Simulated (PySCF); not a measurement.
Geometry:
| atom | x (Å) | y (Å) | z (Å) |
| --- | --- | --- | --- |
| C1 | 2.233 | 0.253 | -0.126 |
| C2 | 0.807 | 0.159 | 0.416 |
| C3 | 0.062 | -1.057 | -0.128 |
| C4 | -1.405 | -0.957 | 0.268 |
| C5 | -1.978 | 0.297 | -0.374 |
| O6 | -1.235 | 1.475 | -0.093 |
| C7 | 0.076 | 1.477 | 0.173 |
| O8 | 0.632 | 2.538 | 0.278 |
| H9 | 2.819 | -0.602 | 0.203 |
| H10 | 2.701 | 1.165 | 0.232 |
| H11 | 2.226 | 0.274 | -1.214 |
| H12 | 0.861 | 0.077 | 1.510 |
| H13 | 0.512 | -1.969 | 0.268 |
| H14 | 0.147 | -1.088 | -1.218 |
| H15 | -1.970 | -1.823 | -0.077 |
| H16 | -1.495 | -0.895 | 1.354 |
| H17 | -2.991 | 0.505 | -0.019 |
| H18 | -2.010 | 0.177 | -1.465 |

Geometry: GFN2-xTB; GIAO absolute shieldings from PySCF 2.14, gas phase, non-relativistic, averaged over equivalent atoms.

At WP04/pcSseg-0 (92 basis functions, 8 s wall time on 1 thread of an Arm Neoverse V2, shared host):
```
     atoms  σ (ppm)
        C7     -2.0
        C5    109.8
        C2    141.6
        C3    151.7
        C4    156.5
        C1    161.2
        O8   -167.0
        O6    115.0
       H17    28.66
       H18    29.11
       H12    31.09
       H13    31.55
       H16    31.60
H9/H10/H11    31.88
       H15    31.94
       H14    32.04
```

**Question.** Predict the values at PBE0/pcSseg-1 on the same geometry.

**Answer.** 
| atoms | σ at PBE0/pcSseg-1 | change |
| --- | --- | --- |
| C7 | 11.9 | +13.9 |
| C5 | 115.2 | +5.4 |
| C2 | 147.1 | +5.5 |
| C3 | 153.8 | +2.1 |
| C4 | 159.1 | +2.6 |
| C1 | 166.5 | +5.3 |
| O8 | -118.9 | +48.1 |
| O6 | 128.9 | +13.9 |
| H17 | 27.09 | -1.57 |
| H18 | 27.38 | -1.73 |
| H12 | 29.47 | -1.62 |
| H13 | 29.76 | -1.79 |
| H16 | 29.91 | -1.69 |
| H9/H10/H11 | 30.31 | -1.57 |
| H15 | 30.11 | -1.83 |
| H14 | 30.42 | -1.62 |

The largest change is at O8 (ester carbonyl oxygen). Cost: 186 basis functions, 24 s wall time on 1 thread of an Arm Neoverse V2, shared host. The order of the carbon signals is the same at both levels.
